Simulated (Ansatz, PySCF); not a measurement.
Noncovalent pair: C2H4 (SMILES C=C) (first 6 atoms) with C2H6O (SMILES COC); geometry from B3LYP-D3(BJ)/def2-TZVP, rigid monomers moved along the line of their centres of mass till H3···O8 is 2.82 Å.
(charge 0, multiplicity 1):
```xyz
15

C     -0.444     0.263     0.861
C      0.714    -0.149     0.366
H     -0.822    -0.103     1.808
H     -1.056     0.986     0.334
H      1.097     0.217    -0.580
H      1.328    -0.876     0.886
C     -0.582     1.023     4.924
O     -0.558    -0.351     4.604
C      0.750    -0.881     4.609
H     -0.007     1.612     4.198
H     -0.171     1.207     5.926
H     -1.621     1.346     4.902
H      1.391    -0.365     3.884
H      0.676    -1.933     4.337
H      1.210    -0.799     5.603
```

Counterpoise-corrected where a basis set is named; no monomer relaxation.

Correlated levels freeze the cores.

Run with Ansatz (an electronic-structure program); PySCF for the dispersion terms. Each number belongs to the level named beside it.

PBE/def2-TZVPPD gives -0.87 kcal/mol for the interaction energy.

### Question
Where do these levels fall relative to PBE: PBE-D3(BJ)/def2-TZVPPD, r2SCAN/def2-TZVPPD, PBE0/def2-TZVPPD, wB97M-V/def2-TZVPPD, MP2/aug-cc-pVDZ, CCSD(T)/aug-cc-pVDZ.

### Answer
PBE-D3(BJ)/def2-TZVPPD -1.00; r2SCAN/def2-TZVPPD -0.21; PBE0/def2-TZVPPD 0.05; wB97M-V/def2-TZVPPD -0.70; MP2/aug-cc-pVDZ -0.66; CCSD(T)/aug-cc-pVDZ -0.63 kcal/mol. 1 of 6 lie above PBE; the widest gap is to PBE-D3(BJ)/def2-TZVPPD.
